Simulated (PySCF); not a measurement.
ClGeH6NSi, SMILES Cl[SiH2][NH][GeH3].

Geometry optimised at B3LYP-D3(BJ)/def2-SVP. The geometry has at least one imaginary mode, so it is a saddle point at that level. The structure was generated by enumeration, and PubChem lists no compound with its InChIKey, so it may never have been made. One conformer was computed; it need not be the lowest.

All values below come from B3LYP-D3(BJ)/def2-SVP (PySCF).

Frequencies are harmonic and unscaled.

```
mode  ν (cm⁻¹)  IR (km/mol)  Raman (Å⁴/amu)  depolarisation     moving atoms (share of kinetic energy)
----  --------  -----------  --------------  --------------  -----------------------------------------
1          84i          6.9             0.8            0.75                    H 54 %, N 26 %, Si 13 %
2           96          1.6             0.3            0.65                           Cl 58 %, Ge 33 %
3          109          0.5             0.5            0.75                                     H 97 %
4          201         58.7             2.4            0.75                             H 64 %, N 34 %
5          293          1.4             4.2            0.54  Si 41 %, N 21 %, Cl 15 %, Ge 13 %, H 11 %
6          509         27.7            11.1            0.12   Si 32 %, Cl 28 %, N 21 %, H 11 %, Ge 9 %
7          553         29.3             8.7            0.75           H 36 %, Si 29 %, Cl 17 %, N 12 %
8          613          2.7            15.3            0.75                             H 88 %, Si 9 %
9          646         50.8             6.8            0.75                                     H 89 %
10         666         47.6             2.7            0.05                             H 63 %, N 28 %
11         704         48.2            10.7            0.75                                     H 86 %
12         843        411.1            13.5            0.51                     H 75 %, N 13 %, Si 9 %
13         872         58.4            29.5            0.75                                     H 99 %
14         892         24.5            21.2            0.75                                     H 95 %
15         905        180.9            23.0            0.74                             H 83 %, N 11 %
16         952        144.9             3.6            0.68                    H 52 %, N 31 %, Si 17 %
17        1013        130.1            20.5            0.72                                     H 96 %
18        1175        114.7             0.3            0.64                             H 70 %, N 28 %
19        2135        122.0           205.0            0.16                                     H 99 %
20        2138        129.7            84.3            0.75                                     H 98 %
21        2144         90.1           154.4            0.19                                     H 99 %
22        2216        171.1           106.6            0.75                                     H 96 %
23        2226        139.8           252.9            0.07                                     H 98 %
24        3581         32.9           101.0            0.26                                     H 93 %
```
